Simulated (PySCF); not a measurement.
**How methods differ on the ionisation energy of P⁺**

P⁺ [Ne] 3s2 3p2 [3p1/2^2, M_J = 0] → P²⁺ [Ne] 3s2 3p1 [3p1/2^1, M_J = 1/2], as a difference of total energies. Computed with PySCF 2.14 in x2c-SVPall-2c (4s4p1d, 21 functions), with the two-component X2C-1e Hamiltonian. Correlated levels: [Ne] frozen. "Screened" scales the spin-orbit matrix elements by Boettger's factors to mimic the two-electron term; Breit and QED terms are absent.

| method | ionisation energy (eV) | difference from reference (eV) |
| --- | --- | --- |
| GHF (spin-free) | 19.041 | -0.728 |
| GMP2 (spin-free) | 19.452 | -0.317 |
| GHF (screened spin-orbit) | 19.017 | -0.752 |
| GMP2 (screened spin-orbit) | 19.428 | -0.341 |

Reference: 19.769 eV (semi-empirical (NIST evaluation); NIST Atomic Spectra Database, ionization energies).

Errors of the correlated levels include the incompleteness of this basis and the frozen core.

The labels give the starting determinants; with spin-orbit coupling the two ends relaxed to ⟨J²⟩ = 1.93, ⟨L²⟩ = 2.01, ⟨S²⟩ = 2.00 and ⟨J²⟩ = 0.95, ⟨L²⟩ = 2.04, ⟨S²⟩ = 0.76.

The determinant of P⁺ mixes levels of different J (the jj label is only the starting occupation), so the difference between spin-free and spin-orbit rows is not the physical spin-orbit shift.
